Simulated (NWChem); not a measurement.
The numbers come from NWChem runs, not from measurements. System: F₂Mg, charge 0, spin multiplicity 1, at a geometry optimised with PBE/def2-SVP. The structure started from a generated list of species. Level: CCSD(T)/def2-TZVP, 7 core orbitals frozen.

The NWChem input:

```
start mol
memory heap 100 mb stack 700 mb global 1900 mb
geometry units angstroms nocenter noautoz
  Mg     0.000000     0.000000     0.000000
  F      0.000000     0.000000     1.768196
  F      0.000000     0.000000    -1.768196
  symmetry group D2h
end
basis spherical
  * library def2-tzvp
end
scf
  rhf
  nopen 0
  maxiter 100
  thresh 1e-7
  semidirect memsize 60000000 filesize 0
end
tce
  freeze core 7
  ccsd(t)
  2eorb
  2emet 13
  thresh 1e-6
  maxiter 100
  tilesize 24
end
task tce energy
```

Part of the output:

```
             Northwest Computational Chemistry Package (NWChem) 7.3.0
             --------------------------------------------------------

                                NWChem Input Module
                                -------------------

 Scaling coordinates for geometry "geometry" by  1.889725989
 (inverse scale =  0.529177249)

 Turning off AUTOSYM since
 SYMMETRY directive was detected!

                             Geometry "geometry" -> ""
                             -------------------------

 Output coordinates in angstroms (scale by  1.889725989 to convert to a.u.)

  No.       Tag          Charge          X              Y              Z
 ---- ---------------- ---------- -------------- -------------- --------------
    1 Mg                  12.0000     0.00000000     0.00000000     0.00000000
    2 F                    9.0000     0.00000000     0.00000000     1.76819600
    3 F                    9.0000     0.00000000     0.00000000    -1.76819600

 Effective nuclear repulsion energy (a.u.)      76.7640942341

            Nuclear Dipole moment (a.u.)
            ----------------------------
        X                 Y               Z
 ---------------- ---------------- ----------------
     0.0000000000     0.0000000000     0.0000000000

      Symmetry information
      --------------------

 Group name             D2h
 Group number             26
 Group order               8
 No. of unique centers     2

      Symmetry unique atoms

     1    2


 Summary of "ao basis" -> "" (spherical)
 ------------------------------------------------------------------------------
       Tag                 Description            Shells   Functions and Types
 ---------------- ------------------------------  ------  ---------------------
 *                         def2-tzvp                  on all atoms

 Summary of "ao basis" -> "ao basis" (spherical)
 ------------------------------------------------------------------------------
       Tag                 Description            Shells   Functions and Types
 ---------------- ------------------------------  ------  ---------------------
[...]
      Beta frozen virtuals :     0
         Spin multiplicity : singlet
    Number of AO functions :    94
       Number of AO shells :    34
        Use of symmetry is : on
      Symmetry adaption is : on
         Schwarz screening : 0.10D-09

          Correlation Information
          -----------------------
          Calculation type : Coupled-cluster singles & doubles w/ perturbation
   Perturbative correction : (T)
            Max iterations :      100
        Residual threshold : 0.10D-05
     T(0) DIIS level shift : 0.00D+00
     L(0) DIIS level shift : 0.00D+00
     T(1) DIIS level shift : 0.00D+00
     L(1) DIIS level shift : 0.00D+00
     T(R) DIIS level shift : 0.00D+00
     T(I) DIIS level shift : 0.00D+00
   CC-T/L Amplitude update :  5-th order DIIS
                I/O scheme : Global Array Library
        L-threshold :  0.10D-05
        EOM-threshold :  0.10D-05
 no EOMCCSD initial starts read in
 TCE RESTART OPTIONS
 SLICE:      F
 D4D5:       F
 quantumc:   F
 qrotation:  F
 pwtce:      F
 qducc:      F
 nacto:                         0
 nrotv:                         0
 nrot:                          0

            Memory Information
            ------------------
          Available GA space size is     249027964 doubles
          Available MA space size is     104851620 doubles

 Maximum block size supplied by input
 Maximum block size        24 doubles

 tile_dim =     20

 -------------------------------------------------

 Global array virtual files algorithm will be used

 Parallel file system coherency ......... OK

 4-electron integrals stored in orbital form

 v2    file size   =          1621403
 4-index algorithm nr.  13 is used
 imaxsize =       30
 imaxsize ichop =        0


CCSD iterations
 ---------------------------------------------------------
 Iter          Residuum       Correlation     Cpu    Wall
 ---------------------------------------------------------
    1   0.1905078883045  -0.5495587749155     2.2     2.2
    2   0.0396823730965  -0.5375805226774     2.2     2.2
    3   0.0121601078206  -0.5454901957509     2.2     2.2
    4   0.0058174150544  -0.5450832111256     2.2     2.2
    5   0.0022110005983  -0.5457839701388     2.1     2.1
    6   0.0007074039424  -0.5457947711687     2.2     2.2
    7   0.0003579504115  -0.5458097629502     2.2     2.2
    8   0.0001587190292  -0.5458144145849     2.2     2.2
    9   0.0001125959647  -0.5458150088752     2.2     2.2
   10   0.0000532290556  -0.5458185890799     2.2     2.2
   11   0.0000120824308  -0.5458195888622     1.9     1.9
   12   0.0000054169860  -0.5458197188077     1.8     1.8
   13   0.0000029983025  -0.5458195829925     2.1     2.1
   14   0.0000016791773  -0.5458195693821     2.2     2.2
   15   0.0000010061774  -0.5458195485865     2.4     2.4
   16   0.0000002536088  -0.5458195373629     2.3     2.3
 -----------------------------------------------------------------
 Iterations converged
 CCSD correlation energy / hartree =        -0.545819537362873
 CCSD total energy / hartree       =      -399.251520181009994

 Singles contributions

 Doubles contributions
 CCSD(T)
 Using plain CCSD(T) code
             total no. of tasks         5376
 total no. of tasks / no. procs         5376
                         wl_min           54           1.9
                         wl_max        64000           6.3
        thresh for no. of tasks         5376

 CCSD[T]  correction energy / hartree =        -0.015782640611653
 CCSD[T] correlation energy / hartree =        -0.561602177974527
 CCSD[T] total energy / hartree       =      -399.267302821621627
 CCSD(T)  correction energy / hartree =        -0.014333189000795
 CCSD(T) correlation energy / hartree =        -0.560152726363668
 CCSD(T) total energy / hartree       =      -399.265853370010802

 Task  times  cpu:       69.7s     wall:       69.7s

 Total times  cpu:       69.8s     wall:       69.8s
```
